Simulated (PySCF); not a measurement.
## RuCl₃⁺: umbrella curve

Level of theory: PySCF, UB3LYP, basis Ru def2-SVP with ECP28, Cl def2-SVP (scalar-relativistic core potentials, no spin–orbit coupling, density fitting).

Rigid scan from the triplet minimum (Ru–Cl 2.142 Å (×3); Cl–Ru–Cl 120.0° (×3)). Coordinate: angle between each bond and the threefold axis, bonds fixed. Energies in kJ/mol from the minimum.

```
angle of the bonds to the threefold axis (°)  E (kJ/mol)  dipole size (D, about the centre of mass)  ⟨S²⟩
                                          55        81.1                                       2.02  2.01
                                          60        42.6                                       1.59  2.01
                                          65        21.7                                       1.17  2.01
                                          70        10.9                                       0.80  2.01
                                          75         5.4                                       0.48  2.01
                                          80         2.4                                       0.25  2.01
                                          85         0.6                                       0.10  2.02
                                          90         0.0                                       0.00  2.02
```

Open d and f shells are described by one determinant, and the ground state may have another occupation or spin. At this level a quintet minimum of C2v symmetry lies 3 kJ/mol below the start of the scan.

Other isomers or separated fragments may lie lower.

The scan took of the order of 100 core-seconds on a shared host.
